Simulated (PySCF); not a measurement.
penta-1,4-dien-3-amine (C5H9N), SMILES C=CC(C=C)N.

Coordinates come from a B3LYP-D3(BJ)/def2-SVP optimisation. Other conformers were not sampled.

Two levels are set side by side: TDA-PBE/def2-SVPD (PySCF) and TDA-B3LYP/def2-SVPD (PySCF). Vertical, same geometry. The lowest singlet is HOMO→LUMO 93 % with PBE and HOMO→LUMO 86 % with the other functional; states are paired by order. Differences are taken from unrounded values.

```tsv
quantity	TDA-B3LYP
lowest singlet excitation (eV)	5.31
lowest triplet excitation (TDA) (eV)	4.17
first bright state (f over 0.05) (eV)	6.22
its oscillator strength	0.12
```

Q: What does TDA-PBE give, and how far is it from TDA-B3LYP? (Estimate from the structure and the level; the computed values follow.)

A: 
| quantity | TDA-PBE | TDA-PBE minus TDA-B3LYP |
|---|---|---|
| lowest singlet excitation (eV) | 4.42 | -0.89 |
| lowest triplet excitation (TDA) (eV) | 3.95 | -0.22 |
| first bright state (f over 0.05) (eV) | 5.71 | -0.51 |
| its oscillator strength | 0.09 | -0.03 |

A lower first singlet is the usual sign of a functional without exact exchange. Differences between two approximate levels are no errors against the true value.

Rough cost on one machine, each run with all the roots and properties that it gave: TDA-B3LYP against TDA-PBE about 2 times.
